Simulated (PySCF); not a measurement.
Q: What does the PBE0-D3(BJ)/def2-SVP structure of `[CH3][Sn]([CH3])([CH3])[CH3]` (tetramethyltin) look like in three dimensions?

A: 
```xyz
17
C4H12Sn angstrom
C     -0.0538   -1.6086   -1.4324
Sn     0.0018    0.0029   -0.0002
C     -0.1665    1.8876   -1.0360
C     -1.6440   -0.2124    1.3783
C      1.8609   -0.0618    1.0920
H     -0.9868   -1.5741   -2.0136
H      0.0004   -2.5790   -0.9171
H      0.7945   -1.5348   -2.1286
H     -0.0039    2.7258   -0.3429
H     -1.1673    1.9909   -1.4807
H      0.5809    1.9497   -1.8407
H     -2.6009   -0.0568    0.8587
H     -1.6459   -1.2202    1.8187
H     -1.5642    0.5242    2.1913
H      1.9623   -1.0216    1.6195
H      2.7154    0.0543    0.4093
H      1.8939    0.7493    1.8342
```

Any rigid rotation of these coordinates is as good. Atoms count from 1 in this order. All 4 C–Sn bonds measure 2.157 to 2.158 Å. Sn2 (tin bonded to 4 C) is tetrahedral (angles from 109.3° to 109.7°).

Bonds between heavy atoms (Å): C1–Sn2 2.157, Sn2–C3 2.157, Sn2–C4 2.158, Sn2–C5 2.157.

Level of theory: PySCF 2.14.0, PBE0-D3(BJ)/def2-SVP geometry optimisation, gas phase, def2 core potentials past Kr.

Stationary, but not proved a minimum.
